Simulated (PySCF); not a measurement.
Species: CH7BClPSi.
Atom-mapped SMILES: `[CH3:1][B:2]([Cl:3])[PH:4][SiH3:5]` (hydrogens: H6, H7, H8 on C1; H9 on P4; H10, H11, H12 on Si5)

Method used: PBE0-D3(BJ)/def2-SVP geometry optimisation, gas phase in PySCF 2.14.0.

(1) What internal coordinates does the optimisation give?

Results:

(1) 
```
                     bond  length (Å)   order
                    C1–B2       1.561  single
                   B2–Cl3       1.774  single
                    B2–P4       1.896  single
                   P4–Si5       2.254  single
      C1–H6, C1–H7, C1–H8       1.102  single
                    P4–H9       1.424  single
Si5–H10, Si5–H11, Si5–H12       1.492  single
```

Bonds in one row agree within 0.01 Å and their mean is given. Orders are formal, as drawn. A selection of angles:
```
      angle  degrees
   B2–C1–H6    114.2
   B2–C1–H7    108.5
   H6–C1–H7    108.4
   H6–C1–H8    109.1
   H7–C1–H8    105.9
  C1–B2–Cl3    118.6
   C1–B2–P4    124.7
  Cl3–B2–P4    116.6
  B2–P4–Si5    101.8
   B2–P4–H9    100.2
  Si5–P4–H9    100.6
 P4–Si5–H10    107.0
 P4–Si5–H11    113.8
H10–Si5–H11    109.2
```

Torsions: C1–B2–P4–Si5 137° (anticlinal). The mirror-image conformer, all signs reversed, is as good.

B2 (three-coordinate boron) is planar (angles 124.7°, 118.6° and 116.6°, sum 359.9°, 0.04 Å off the plane of its three neighbours). Si5 (SiH3 silicon) is distorted tetrahedral (angles from 107.0° to 113.8°). P4 (three-coordinate phosphorus) is pyramidal (angles 101.8°, 100.6° and 100.2°, sum 302.6°, 0.81 Å off the plane of its three neighbours).

Point group: C1 (no symmetry element, even within 0.4 Å). Whether it is a minimum is left open (no frequencies). One conformer, not necessarily the lowest.
